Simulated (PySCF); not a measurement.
From one molecule to another.

First species: C6H9FSSi.
InChI=1S/C6H9FSSi/c1-2-3-6(7)4-8-9-5-6/h4-5,9H2,1H3/t6-/m0/s1

Second species: C7H15P.
Numbering: `[CH3:1][CH2:2][C:3]([CH3:4])([CH3:5])[P:6]1[CH2:7][CH2:8]1` (hydrogens: H9, H10, H11 on C1; H12, H13 on C2; H14, H15, H16 on C4; H17, H18, H19 on C5; H20, H21 on C7; H22, H23 on C8)

Levels: PBE0/pcSseg-1 for HOMO energy, LUMO energy and HOMO–LUMO gap. Geometries: GFN2-xTB. Each species is one conformer at its optimised geometry, gas phase, non-relativistic unless stated. Electronic properties by PySCF.

Dipoles, sizes and rotational constants follow the conformer. The torsions of the flexible species, by atom-mapped SMILES:
- `[CH3:1][CH2:2][C:3]([CH3:4])([CH3:5])[P:6]1[CH2:7][CH2:8]1`: C1–C2–C3–C4 62°, C2–C3–P6–C7 122°

The conformers of `CC#C[C@@]1(F)C[SiH2]SC1` aren't listed.

Values for the first species:

| Item | Value |
| --- | --- |
| HOMO energy | -6.84 eV |
| LUMO energy | -0.02 eV |
| HOMO–LUMO gap | 6.82 eV |

Estimate the same properties for the second species, and the change in each.

```csv
property,first,second,second less first
HOMO energy,-6.84 eV,-6.83 eV,+0.01 eV
LUMO energy,-0.02 eV,0.79 eV,+0.81 eV
HOMO–LUMO gap,6.82 eV,7.62 eV,+0.80 eV
```

